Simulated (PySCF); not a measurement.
Species: hexafluorophosphate, PF6 (charge -1).
Geometry (PBE0-D3(BJ)/def2-SVP, Å), atoms numbered from 1 in this order:
```
atom  x, y, z in Å
F1    -0.439   -1.529    0.332
P2     0.024   -0.002   -0.004
F3     0.943   -0.550   -1.234
F4    -0.895    0.547    1.227
F5     1.287   -0.163    1.015
F6    -1.240    0.159   -1.022
F7     0.487    1.525   -0.339
```

Level of theory: PySCF, PBE0-D3(BJ)/def2-SVP geometry optimisation, gas phase.

(1) Which atoms are bound to P2, and at what distances?

(2) List the angles at P2.

(3) What is the shape at P2?

(4) What are the rotational constants (commonest isotopes, rigid rotor)?

Results:

(1) 6 atoms: F4 1.631 Å, F3 1.631 Å, F1 1.631 Å, F7 1.631 Å, F6 1.631 Å, F5 1.631 Å.

(2) 
```csv
angle,degrees,distance of the outer atoms (Å)
F3–P2–F4,180.0,3.26
F1–P2–F7,180.0,3.26
F5–P2–F6,180.0,3.26
F3–P2–F5,90.1,2.31
F4–P2–F6,90.1,2.31
F5–P2–F7,90.0,2.31
F1–P2–F6,90.0,2.31
F1–P2–F3,90.0,2.31
F4–P2–F7,90.0,2.31
F3–P2–F7,90.0,2.31
F1–P2–F4,90.0,2.31
F6–P2–F7,90.0,2.31
F1–P2–F5,89.9,2.31
F4–P2–F5,89.9,2.30
F3–P2–F6,89.9,2.30
```

(3) Octahedral: the three widest angles are 180.0°, 180.0° and 180.0°, the others run from 89.9° to 90.1°.

(4) A = 2503, B = 2501, C = 2499 MHz: a spherical top.

Point group: Oh (tolerance 0.08 Å). Charge -1, singlet. No PBE0-D3(BJ)/def2-SVP frequencies stand behind this structure, so it isn't proved a minimum.
